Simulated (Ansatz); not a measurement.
Molecule: HgI$_{2}$, charge 1, multiplicity 2. The spin state was set by rule; other spins were not relaxed. 
Structure (B3LYP-D3(BJ)/def2-TZVP (Ansatz, an electronic-structure program) minimum search):
```xyz
3

Hg     0.0000     0.0000     0.0000
I      0.0000     0.0000    -2.6122
I      0.0000     0.0000     2.6122
```
Charge +1, spin multiplicity 2.

Basis-set convergence of Hartree-Fock and CCSD(T) correlation energies (hartree) with Ansatz. Cores are frozen in the correlated levels unless marked. Open shells are spin-unrestricted. No spin-orbit coupling. Frozen are the shells of the preceding noble gas and the d and f shells that filled before the atom's block. Past Kr the def2 sets carry scalar-relativistic core potentials.

```json
[
 {"basis": "def2-SVP", "functions": "84", "E(HF)": "-745.58402", "E(corr, CCSD(T))": "-0.47665"},
 {"basis": "def2-TZVPP", "functions": "159", "E(HF)": "…", "E(corr, CCSD(T))": "…"}
]
```

Task: Some entries are withheld; supply them.

Result: 
- def2-TZVPP, E(HF): -745.62207
- def2-TZVPP, E(corr, CCSD(T)): -0.68811
